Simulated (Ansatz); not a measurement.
Kohn–Sham single points on CH6BFGeSi, SMILES `F[B]1C[SiH2][GeH2]1`.

```yaml
crystal:
  periodic: [false, false, false]
  atoms:
    - {symbol: F, position_ang: [-2.009710, 0.879001, 1.502291]}
    - {symbol: B, position_ang: [-1.008966, 0.412537, 0.783443]}
    - {symbol: C, position_ang: [-0.441228, 1.115942, -0.510595]}
    - {symbol: Si, position_ang: [0.936732, -0.126721, -0.954687]}
    - {symbol: Ge, position_ang: [0.192334, -1.313060, 0.985746]}
    - {symbol: H, position_ang: [-0.081081, 2.129779, -0.296675]}
    - {symbol: H, position_ang: [-1.211977, 1.228849, -1.282929]}
    - {symbol: H, position_ang: [0.731487, -0.775304, -2.277904]}
    - {symbol: H, position_ang: [2.297509, 0.473600, -0.914821]}
    - {symbol: H, position_ang: [1.136397, -1.397729, 2.196505]}
    - {symbol: H, position_ang: [-0.476097, -2.683993, 0.790324]}
basis:
  gaussian: {orbitals: def2-TZVPP}
hamiltonian: {xc: {name: B97M-V}}
output: {orbitals: {seedname: orbitals}}
```

```sh
$ ansatz run in.yaml --threads 4 --pin off --events-out ev --progress --plain
```

Output, abridged:

```
Functional definition: B97M-V
1505 factors; their error is unknown
mean field evaluation 1: about -68905.9702 eV, gradient 6.0e1 eV
mean field evaluation 2: about -68893.7475 eV, gradient 8.5e1 eV
mean field evaluation 4: about -68913.7959 eV, gradient 5.1e0 eV
mean field evaluation 8: about -68913.8812 eV, gradient 2.5e-1 eV
mean field evaluation 16: about -68913.8441 eV, gradient 1.2e-3 eV
mean field -68913.84414938 eV, -2532.5370610085 hartree, gradient 3.1e-5 eV, S^2 0.000000; 0 other end points of the search recorded, 0 dependent functions left out
reference -68913.84422054 eV, -2532.5370636234 hartree; 36, 36 occupied and 231, 231 virtual orbitals, 1505 factors
Total energy: -68913.84422054 eV, -2532.5370636234 hartree
```

Hardware: 4 threads of a server CPU on a shared host. Wall time 10 s, peak host memory 0.5 GiB.

Changing it to `hamiltonian: {xc: {name: wB97M-V}}` and forces (abridged; 14 s):

```
Functional definition: wB97M-V
mean field evaluation 16: about -68921.4124 eV, gradient 1.8e-4 eV
mean field -68921.41239015 eV, -2532.8151887268 hartree, gradient 4.0e-5 eV, S^2 0.000000
Total energy: -68921.41244788 eV, -2532.8151908485 hartree
Atom 0 force    -0.150801     0.066191     0.112085 eV/Å
Atom 1 force     0.157781    -0.101727    -0.087145 eV/Å
Atom 2 force     0.025489     0.064028    -0.089108 eV/Å
Atom 3 force     0.072470    -0.018730    -0.065927 eV/Å
Atom 4 force     0.035619    -0.049720     0.003921 eV/Å
Atom 5 force    -0.025904    -0.071739    -0.001907 eV/Å
Atom 6 force     0.045013    -0.014748     0.059935 eV/Å
Atom 7 force     0.022878     0.072282     0.149132 eV/Å
Atom 8 force    -0.152964    -0.067955    -0.003650 eV/Å
Atom 9 force    -0.075131     0.013145    -0.091356 eV/Å
Atom 10 force     0.045549     0.108972     0.014022 eV/Å
Dipole moment:     0.041484     0.106685    -0.144474 e Å
```

Changing it to `hamiltonian: {xc: lda}` (abridged; 2.1 s):

```
Functional definition: SPW92
mean field evaluation 16: about -68773.8012 eV, gradient 3.9e-4 eV
mean field -68773.80119404 eV, -2527.3905773244 hartree, gradient 6.5e-5 eV, S^2 0.000000
Total energy: -68773.80123899 eV, -2527.3905789760 hartree
```

With the line `hamiltonian: {xc: {name: LC-wPBE}}` (abridged; 4.2 s):

```
Functional definition: LC-wPBE
mean field evaluation 16: about -68914.2748 eV, gradient 1.2e-4 eV
mean field -68914.27484390 eV, -2532.5528887400 hartree, gradient 2.8e-5 eV, S^2 0.000000
Total energy: -68914.27484390 eV, -2532.5528887403 hartree
```

With the line `hamiltonian: {xc: hse06, dispersion: d4}` (abridged; 6.6 s):

```
Functional definition: HSE06
mean field evaluation 16: about -68911.2009 eV, gradient 6.8e-5 eV
mean field -68911.20088788 eV, -2532.4399229399 hartree, gradient 6.8e-5 eV, S^2 0.000000
Total energy: -68911.41267425 eV, -2532.4477059457 hartree
```

Changing it to `hamiltonian: {xc: {name: CAM-B3LYP}, dispersion: d4}` (abridged; 7 s):

```
Functional definition: CAM-B3LYP
mean field evaluation 16: about -68928.5539 eV, gradient 1.7e-5 eV
mean field -68928.55385311 eV, -2533.0776326499 hartree, gradient 1.7e-5 eV, S^2 0.000000
Total energy: -68928.78551195 eV, -2533.0861459553 hartree
```

HSE06 is the plane-wave form, built on full-range PBE exchange.
